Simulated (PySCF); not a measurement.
## Ionisation energy of I²⁺ by level of theory

I²⁺ [Kr] 4d10 5s2 5p3 (4S) → I³⁺ [Kr] 4d10 5s2 5p2 (3P), as a difference of total energies. Computed with PySCF 2.14 in cc-pVDZ-PP with ECP28MDF (4s3p2d, 23 functions), with scalar relativity through the core potential. Correlated levels: valence: 4s2 4p6 4d10 frozen. The calculations carry no spin-orbit coupling.

| method | ionisation energy (eV) |
| --- | --- |
| UHF | 29.805 |
| MN15 | 30.366 |
| PBE | 30.261 |
| MP2 (valence) | 30.095 |
| SCS-MP2 (valence) | 29.996 |
| CCSD (valence) | 30.059 |
| CCSD(T) (valence) | 30.061 |

How much does correlation contribute at CCSD(T) (valence)?

30.061 − (29.805) = 0.256 eV, measured against UHF.

The reference lies between the lowest fine-structure levels, while these numbers refer to the centres of the terms.

Errors of the correlated levels include the incompleteness of this basis and the frozen core.

For comparison: 29.57 ± 0.025 eV (measured; NIST Atomic Spectra Database, ionization energies).
